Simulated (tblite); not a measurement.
C₇H₁₁PS.
Z-matrix (Å and degrees, GFN2-xTB geometry), rows numbered from 1:
```
C 
C   1  1.5417
C   2  1.4984  1  108.11
C   3  1.3267  2  125.00  1    92.71
P   4  1.8021  3  120.66  2    -2.25
C   5  1.8343  4  105.64  3   137.11
S   5  1.9478  4  114.80  3   -96.51
C   5  1.8018  4  100.77  3    27.25
C   8  1.3267  5  120.67  4   -27.28
H   1  1.0881  2  109.30  3   -62.18
H   1  1.0872  2  110.37  3    57.60
H   1  1.0872  2  110.40  3   178.08
H   2  1.0962  1  108.11  3  -117.52
H   3  1.0837  2  115.06  1   -85.09
H   4  1.0825  3  122.10  2  -176.43
H   6  1.0900  5  108.18  4    67.40
H   6  1.0900  5  108.29  4  -175.10
H   6  1.0880  5  111.07  4   -53.81
H   8  1.0824  5  117.05  4   158.38
H   9  1.0836  2  115.03  1    85.19
```

Computed with GFN2-xTB (tblite): harmonic, unscaled wavenumbers at the GFN2-xTB geometry, gas phase. Against measured fundamentals such values can be off by several per cent, at times by over 20. One conformer, not necessarily the lowest.

Harmonic wavenumbers (cm⁻¹): 50.2, 112.1, 121.6, 149.1, 191.0, 208.3, 236.3, 269.0, 288.3, 369.9, 408.4, 480.6, 494.1, 600.5, 717.2, 723.2, 742.0, 751.4, 770.2, 801.3, 845.2, 852.8, 865.8, 904.8, 908.6, 972.6, 1024.0, 1070.5, 1086.4, 1160.0, 1180.2, 1252.2, 1291.5, 1299.6, 1319.6, 1348.7, 1397.1, 1411.6, 1425.7, 1485.5, 1487.4, 1654.5, 1676.0, 2921.7, 2991.1, 2992.8, 3009.2, 3027.5, 3028.9, 3036.6, 3037.1, 3040.3, 3042.1, 3043.0.

A = 1819, B = 973.5, C = 869.3 MHz; mass 158.032 u (most abundant isotopes); point group Cs, symmetry number 1.

Question: Zero-point energy?

Answer: Half the sum of the wavenumbers: 34788 cm⁻¹ = 416.15 kJ/mol.

Question: Give the ideal-gas entropy at 298.15 K and 1 bar in the rigid-rotor, harmonic-oscillator model (classical rotation).

Answer: Translation 172.00, rotation 124.37, vibration 124.56: S = 420.9 J/(mol K).

Question: And Cp and H(298.15 K) − H(0)?

Answer: Cp = 173.02 J/(mol K), of which vibrations give 139.77 (their classical limit is 54 R = 449.0); H(298.15 K) − H(0) = 30.39 kJ/mol without the zero-point energy, 20.48 from vibrations.

Question: How do the functions run with temperature in this model?

Answer: 
```json
{"T (K)": "100", "S (J/(mol K))": "291.7", "Cp (J/(mol K))": "80.3", "H − H(0) (kJ/mol)": "5.33", "G − H(0) (kJ/mol)": "-23.84", "ln q(vib)": "1.40"}
{"T (K)": "200", "S (J/(mol K))": "361.8", "Cp (J/(mol K))": "126.6", "H − H(0) (kJ/mol)": "15.70", "G − H(0) (kJ/mol)": "-56.65", "ln q(vib)": "4.02"}
{"T (K)": "300", "S (J/(mol K))": "422.0", "Cp (J/(mol K))": "173.9", "H − H(0) (kJ/mol)": "30.71", "G − H(0) (kJ/mol)": "-95.88", "ln q(vib)": "6.77"}
{"T (K)": "500", "S (J/(mol K))": "531.0", "Cp (J/(mol K))": "255.4", "H − H(0) (kJ/mol)": "74.11", "G − H(0) (kJ/mol)": "-191.42", "ln q(vib)": "12.33"}
{"T (K)": "800", "S (J/(mol K))": "669.2", "Cp (J/(mol K))": "331.6", "H − H(0) (kJ/mol)": "163.20", "G − H(0) (kJ/mol)": "-372.18", "ln q(vib)": "20.36"}
{"T (K)": "1000", "S (J/(mol K))": "747.0", "Cp (J/(mol K))": "364.5", "H − H(0) (kJ/mol)": "232.99", "G − H(0) (kJ/mol)": "-513.97", "ln q(vib)": "25.33"}
```

q(vib) and H(0) count from the zero-point level.

Question: What must be added to the electronic energy to get the Gibbs energy at 298.15 K and 1 bar?

Answer: ZPE + [H(298.15 K) − H(0)] − T·S = 416.15 + 30.39 − 125.50 = 321.04 kJ/mol.

Question: Blend soft modes into free rotors: weight 1/[1 + (100 cm⁻¹/ν̃)⁴] for the oscillator and the rest for a rotor with moment μB/(μ + B), μ = h/(8π²ν), B = 10⁻⁴⁴ kg m². What vibrational entropy results?

Answer: 118.17 J/(mol K) in place of 124.56, which changes −T·S at 298.15 K by +1.90 kJ/mol.

Question: Which modes carry the vibrational entropy at 298.15 K?

Answer: 50.2 cm⁻¹: 20.12; 112.1 cm⁻¹: 13.52; 121.6 cm⁻¹: 12.86; 149.1 cm⁻¹: 11.23; 191.0 cm⁻¹: 9.28; 208.3 cm⁻¹: 8.61 J/(mol K); the other 48 give 48.93 together.

Hindered rotation and anharmonicity are outside this model. Other conformers, if any are populated, would add a mixing term that is left out.
